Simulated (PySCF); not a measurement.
A small calculation by hand: entropy of an ideal gas

MgHF, SMILES [MgH][F].

Geometry optimised at r2SCAN-D4/def2-TZVPD.

PySCF with r2SCAN-D4/def2-TZVPD gives the harmonic wavenumbers 319, 319, 716, 1669 cm⁻¹ and the rotational temperature 0.6222 K. The molar mass is 44.31 g/mol, the symmetry number 1, the spin multiplicity 1.

### Question
Work out the entropy at 298.15 K and 1 atm in the rigid-rotor, harmonic-oscillator model.

### Answer

Translation (Sackur–Tetrode at 1 atm): S = R[1.5 ln M + 2.5 ln T − 1.16487] = 156.0 J/(mol K).
Rotation: q = T/(σ θ) = 479, S = R[ln q + 1] = 59.6 J/(mol K).
Vibration: with u = 1.4388 ν/T, each mode gives R[u/(e^u − 1) − ln(1 − e^−u)]:
```csv
ν (cm⁻¹),modes,u,S (J/(mol K))
319,2,1.54,11.01
716,1,3.46,1.20
1669,1,8.05,0.02
```
These are all the modes. Sum 12.2 J/(mol K).
Spin: R ln 1 = 0.0 J/(mol K).
Total 227.9 J/(mol K); the program's own thermochemistry gives 227.9. Translation makes up 68 % and vibration 5 %. Anharmonicity, hindered rotation and orbital degeneracy are left out.
